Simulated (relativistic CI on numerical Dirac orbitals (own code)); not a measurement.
## d1 in a ligand field

Computed with a parametric ligand-field model of a d^n configuration (Racah B and C, spin-orbit zeta, crystal field), exact diagonalisation.

Field parameters in Wybourne normalisation: Td as Oh with Dq negative (B⁴₀ = 21Dq, B⁴₄ = √(5/14) B⁴₀). The field is a parameter set, without covalency.

B = 970 cm⁻¹, C = 3830 cm⁻¹ (C/B = 3.95), Td, no spin-orbit coupling. Tanabe-Sugano data, E/B above the lowest term (Δ = |10Dq|; b, c mark the second and third term of a kind):

```tsv
Δ/B	2E	2T2
1.0	0.00	1.00
1.9	0.00	1.90
2.8	0.00	2.80
3.7	0.00	3.70
4.6	0.00	4.60
5.5	0.00	5.51
6.4	0.00	6.40
7.3	0.00	7.30
8.2	0.00	8.20
9.1	0.00	9.10
10.0	0.00	10.00
10.9	0.00	10.90
11.8	0.00	11.80
12.7	0.00	12.70
13.6	0.00	13.60
14.5	0.00	14.49
15.4	0.00	15.40
16.3	0.00	16.30
17.2	0.00	17.20
18.1	0.00	18.10
19.0	0.00	19.00
19.9	0.00	19.90
20.8	0.00	20.80
21.7	0.00	21.70
```

The ground term stays 2E.
